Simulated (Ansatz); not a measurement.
Species: Bi$_{2}$, charge 0, multiplicity 1. 
Coordinates optimised at B3LYP-D3(BJ)/def2-TZVP (Ansatz, a program for electronic structure):
```
Bi
Bi 1 2.6389
```

Basis-set convergence of Hartree-Fock and CCSD correlation energies (hartree) with Ansatz. Cores are frozen in the correlated levels unless marked. Spin-orbit coupling is left out. The frozen core is the preceding noble-gas configuration, with the filled d and f shells of earlier blocks. Past Kr the def2 sets carry scalar-relativistic core potentials.

The Hartree-Fock reference is unstable (checked in the largest basis), which strains HF and MP2. 

```
basis        functions       E(HF)  E(corr, CCSD)
-----------  ---------  ----------  -------------
def2-SVPD           64  -427.14163       -0.18534
def2-TZVPPD        112  -427.15177       -0.21919
def2-QZVPPD        176  -427.15376       -0.23173
```

Extrapolating the two largest sets (X = 3 and 4) as X^-3: E(corr) = (64·(-0.23173) - 27·(-0.21919))/37 = -0.2409 Eh, an estimate of the basis-set limit. The largest set recovers 96.2 % of it, the smallest 76.9 %.
